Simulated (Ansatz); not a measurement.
A nudged elastic band was laid between two geometries of Cl₃FGaH (6 atoms, charge 0, multiplicity 1).

Computed with Ansatz, RKS PBE0/def2-SVP.

```
movable images  : 7
climbing image  : yes
spring          : 5.0 eV/Å²
optimiser       : quadratic models (default)
start path      : through a guess of the saddle point
force threshold : 0.03 eV/Å
iteration limit : 60
end points      : relaxed
```

First end point:

```xyz
6
Properties=species:S:1:pos:R:3
Ga -0.375 -0.589 0.122
F -1.205 0.837 -0.539
Cl 0.123 -2.121 -1.263
Cl -0.607 -0.939 2.204
H 0.481 1.690 -0.475
Cl 1.583 1.122 -0.049
```

Last end point:

```xyz
6
Properties=species:S:1:pos:R:3
Ga 0.171 -0.595 0.240
F -0.987 1.047 -0.568
Cl -0.005 -2.051 -1.302
Cl -0.728 -0.878 2.148
H -0.247 1.631 -0.609
Cl 1.797 0.846 0.091
```

Question: Which bonds break or form, and what moves?

Answer: Bonds broken: H5–Cl6. Bonds formed: F2–H5.

Question: Give the energies along the band, and the barrier.

Answer: It converged. The highest image is number 3 of 0 to 8, 0.032 eV above the first end and 0.461 eV above the last; the last end lies 0.429 eV below the first. A vibrational analysis at the climbing image gives one clearly imaginary mode, 283i cm⁻¹: a first-order saddle point. The orbitals stay closed-shell, which can raise the energy where a bond breaks towards radicals; this wasn't checked here.

| image | path coordinate (Å) | energy (eV) | H5–Cl6 (Å) | F2–H5 (Å) |
| --- | --- | --- | --- | --- |
| 0 | 0.00 | 0.000 | 1.31 | 1.89 |
| 1 | 0.14 | 0.005 | 1.33 | 1.72 |
| 2 | 0.28 | 0.019 | 1.36 | 1.55 |
| 3 | 0.42 | 0.032 | 1.41 | 1.39 |
| 4 | 0.59 | -0.029 | 1.54 | 1.19 |
| 5 | 0.77 | -0.204 | 1.71 | 1.05 |
| 6 | 0.94 | -0.348 | 1.89 | 0.98 |
| 7 | 1.11 | -0.415 | 2.08 | 0.96 |
| 8 | 1.29 | -0.429 | 2.30 | 0.94 |

Question: What is the geometry of the highest image?

Answer: 
```xyz
6
Properties=species:S:1:pos:R:3:forces:R:3
Ga -0.217 -0.562 0.146 0.01 0.00 0.00
F -1.028 0.952 -0.542 0.00 0.01 0.00
Cl 0.085 -2.092 -1.293 0.00 0.00 0.00
Cl -0.649 -0.902 2.195 0.00 0.00 0.00
H 0.251 1.484 -0.453 -0.01 0.00 0.00
Cl 1.558 1.120 -0.054 0.00 -0.01 0.00
```

Question: What are the harmonic wavenumbers there?

Answer: 283i, 86, 115, 147, 150, 263, 402, 482, 550, 761, 828, 1761 cm⁻¹.

The run took 2 min on 2 threads of Intel(R) Xeon(R) Platinum 8488C (Sapphire Rapids), with other jobs on the host, peak memory 0.3 GiB.
